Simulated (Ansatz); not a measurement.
Reaction (formal exchange of groups at the Si–O bond): `CO[SiH](C)C#N` + CH₄ → `C[SiH](C)C#N` + CH₃OH

Program: Ansatz. Geometries: PBE0-D4/def2-TZVP. ΔE: electronic, gas phase. CBS: MP2 limit from def2 TZ/QZ plus the TZ coupled-cluster correction, frozen cores. This one scheme is used for every species. Functionals use def2-TZVPP. B3LYP here is the variant with VWN-RPA as its local correlation; programs differ in this. One conformer a species, not always the lowest.

`CO[SiH](C)C#N`:

```xyz
13

C    -2.029    0.393   -0.731
O    -0.778   -0.264   -0.748
Si    0.544    0.262    0.045
C     1.915   -0.951   -0.177
C     0.117    0.382    1.858
N    -0.166    0.454    2.972
H    -1.945    1.421   -1.100
H    -2.450    0.413    0.279
H    -2.708   -0.157   -1.383
H     0.903    1.648   -0.347
H     2.797   -0.635    0.385
H     2.186   -1.027   -1.232
H     1.614   -1.939    0.178
```

CH₄:

Cartesian coordinates in Å:
```
C 0.000 0.000 0.000
H -0.010 -0.251 1.060
H 0.649 0.860 -0.164
H -1.012 0.241 -0.325
H 0.372 -0.850 -0.571
```

`C[SiH](C)C#N`:

```xyz
12

C    -0.039   -1.041   -1.298
Si    0.040   -0.337    0.422
C     0.869    1.326    0.508
C    -1.710   -0.124    1.021
N    -2.797    0.022    1.374
H    -0.569   -1.995   -1.307
H     0.970   -1.208   -1.686
H    -0.556   -0.357   -1.974
H     0.660   -1.297    1.369
H     0.365    2.045   -0.142
H     1.911    1.247    0.187
H     0.855    1.719    1.526
```

CH₃OH:

```xyz
6

C    -0.077   -0.346   -0.036
O     0.726    0.784    0.216
H     0.562   -1.223    0.071
H    -0.489   -0.347   -1.053
H    -0.905   -0.439    0.678
H     0.183    1.570    0.125
```

**Question.** Is it downhill or uphill in electronic energy at CCSD(T)/CBS, and by how much? (An estimate is asked.)

**Answer.** Ansatz gave: Uphill: ΔE = +103.3 kJ/mol.

**Question.** What do these levels give: B3LYP-D4, ωB97X-V, B2PLYP, revPBE, MP2/def2-SVP, SCS-MP2/def2-TZVPP? (Estimate.)

**Answer.** Computed: B3LYP-D4 107.8, ωB97X-V 103.3, B2PLYP 107.6, revPBE 90.3, MP2/def2-SVP 105.0, SCS-MP2/def2-TZVPP 108.5 kJ/mol.

Largest T1 diagnostic among the species: 0.012.

From BLYP to BHLYP (50 % exact exchange), in def2-TZVPP and without D4, ΔE moves by +6.4 kJ/mol. Leaving LDA and LC-ωPBE aside and taking each functional with its dispersion term where it has one, the values, not all of them listed here, spread over 18.1 kJ/mol, from PBE-D4 to BHLYP-D4. LDA lies +3.4 kJ/mol from PBE without D4. In def2-TZVPP, CCSD(T) changes the Hartree–Fock value by −11.0 kJ/mol (the triples alone add −0.7 kJ/mol) and MP2 by −8.9 kJ/mol.
